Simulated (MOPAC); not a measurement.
MOPAC input (PM3):

```
PM3 PRECISE GNORM=0.05 LET XYZ UHF MS=0.5 GEO-OK AUX(PRECISION=9) THREADS=1
HS2

S    -0.92033396 1    0.01263961 1    0.45810799 1
S     0.82388438 1    0.04083510 1   -0.47353801 1
H     1.54319333 1   -0.85559544 1    0.24688016 1
```

From the last part of the output:

```
                                                       MOPAC v23.2.5 Linux

          FINAL HEAT OF FORMATION =         25.24873 KCAL/MOL =     105.64067 KJ/MOL

          COSMO AREA              =         85.01 SQUARE ANGSTROMS
          COSMO VOLUME            =         69.39 CUBIC ANGSTROMS

          GRADIENT NORM           =          0.01022          =       0.00590 PER ATOM
          IONIZATION POTENTIAL    =          9.460818 EV
          ALPHA SOMO LUMO (EV)    =         -9.892 -2.765
          BETA  SOMO LUMO (EV)    =         -9.461 -2.010
          NO. OF ALPHA ELECTRONS  =          7
          NO. OF BETA  ELECTRONS  =          6
          MOLECULAR WEIGHT        =         65.1279         POINT GROUP:  Cs

          MOLECULAR DIMENSIONS (Angstroms)

            Atom       Atom       Distance
            H     3    S     1     2.65139
            S     2    H     3     0.86443
            H     3    S     1     0.00000

          SCF CALCULATIONS        =          9

   ATOM   CHEMICAL          X               Y               Z
  NUMBER   SYMBOL      (ANGSTROMS)     (ANGSTROMS)     (ANGSTROMS)

     1       S         -0.89422961  *   0.02389165  *   0.43099034  *
     2       S          0.78614380  *   0.02051600  *  -0.42940407  *
     3       H          1.60882077  *  -0.80445793  *   0.15090961  *

                             CARTESIAN COORDINATES

   1    S       -0.894229611     0.023891646     0.430990339
   2    S        0.786143797     0.020516002    -0.429404066
   3    H        1.608820773    -0.804457925     0.150909605

           Empirical Formula: H S2  =     3 atoms

      MOLECULAR POINT GROUP   :   Cs

          ALPHA EIGENVALUES
 -30.99224 -22.91716 -16.05750 -13.88402 -12.62219 -10.25070  -9.89176  -2.76459
   0.11279

           BETA EIGENVALUES
 -29.79415 -21.39675 -14.96812 -12.72823 -11.59284  -9.46082  -2.01047  -1.71495
   0.75048

              NET ATOMIC CHARGES AND DIPOLE CONTRIBUTIONS

  ATOM NO.   TYPE          CHARGE      No. of ELECS.   s-Pop       p-Pop
    1          S          -0.152517        6.1525     1.96490     4.18762
    2          S           0.188525        5.8115     1.87338     3.93810
    3          H          -0.036009        1.0360     1.03601
 DIPOLE           X         Y         Z       TOTAL
 POINT-CHG.     1.089     0.140    -0.731     1.319
 HYBRID         0.794    -1.041     0.858     1.566
 SUM            1.883    -0.901     0.127     2.091

          ATOMIC ORBITAL ELECTRON POPULATIONS

     Atom    s        px        py        pz
    1  S   1.96490   1.07851   1.54570   1.56341
    2  S   1.87338   1.15924   1.39612   1.38274
    3  H   1.03601

                    (SZ)    =    0.500000
                    (S**2)  =    1.088039

          ATOMIC ORBITAL SPIN POPULATIONS

    Atom   Total    s     px     py     pz
         Atomic
    1  S  0.6431  0.011 -0.017  0.259  0.390
    2  S  0.3516  0.058  0.026  0.193  0.074
    3  H  0.0052  0.005

 **********************
 *                    *
 * JOB ENDED NORMALLY *
 *                    *
 **********************

 == MOPAC DONE ==
```

The geometry given is a B3LYP-D3(BJ)/def2-TZVP minimum.

The determinant is spin-contaminated: <S^2> is 1.09 against 0.75 for a pure state.
